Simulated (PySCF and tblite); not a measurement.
Results of a calculation; reference values are marked as such.
Molecule: C₅H₁₀N₂, numbered as in [CH2:1]=[N:2][C@@H:3]1[CH2:4][C@@H:5]1[NH:6][CH3:7]; H are named by their carrier, a and b as at the first point (Å):

```
C1       1.942    0.242   -1.782
N2       1.330   -0.285   -0.823
C3       0.955    0.473    0.287
C4       0.907   -0.250    1.613
C5      -0.368    0.149    0.955
N6      -1.197   -0.884    0.388
C7      -2.080   -0.286   -0.610
H1a      2.225    1.301   -1.832
H1b      2.214   -0.381   -2.620
H3       1.257    1.527    0.294
H4a      1.153   -1.299    1.571
H4b      1.242    0.272    2.496
H5      -0.895    1.018    1.362
H6      -1.818   -1.149    1.155
H7a     -2.772   -1.045   -0.970
H7b     -1.473    0.055   -1.448
H7c     -2.654    0.568   -0.223
```

The mean out-of-plane torsion at N6 (0° is planar) is held and the rest relaxed at GFN2-xTB. Energies: B3LYP/pcSseg-1 + D3(BJ). Couplings: B3LYP/6-31G* with H pcJ-1 N pcJ-1, gas phase, for ¹H, ¹⁵N. Programs: tblite and PySCF.

Task: How do the most sensitive couplings change along the out-of-plane angle?

Result: 
| out-of-plane angle ° | ¹J(N6,H6) | ³J(H5,H6) | ²J(N6,H5) | ³J(N6,H4a) | ³J(H4b,H5) | ²J(H4a,H4b) | ³J(H3,H5) |
| --- | --- | --- | --- | --- | --- | --- | --- |
| -40 | -59.2 | 2.6 | 0.5 | -3.6 | 7.4 | -6.6 | 7.0 |
| -24 | -84.5 | -0.9 | 0.0 | -4.4 | 7.5 | -6.5 | 6.5 |
| 1 | -103.2 | 7.2 | -2.6 | -4.4 | 9.4 | -7.8 | 5.5 |
| 24 | -83.7 | 12.5 | -5.1 | -3.0 | 9.1 | -8.1 | 5.7 |
| 41 | -60.8 | 12.6 | -5.3 | -2.0 | 8.8 | -8.0 | 6.0 |
Values in Hz.

Task: Set ³J(H5,H6) against its H–C–N–H torsion.

Result: -168°: 12.5 Hz, -144°: 7.2 Hz, -80°: -0.9 Hz, -57°: 2.6 Hz, 175°: 12.6 Hz.
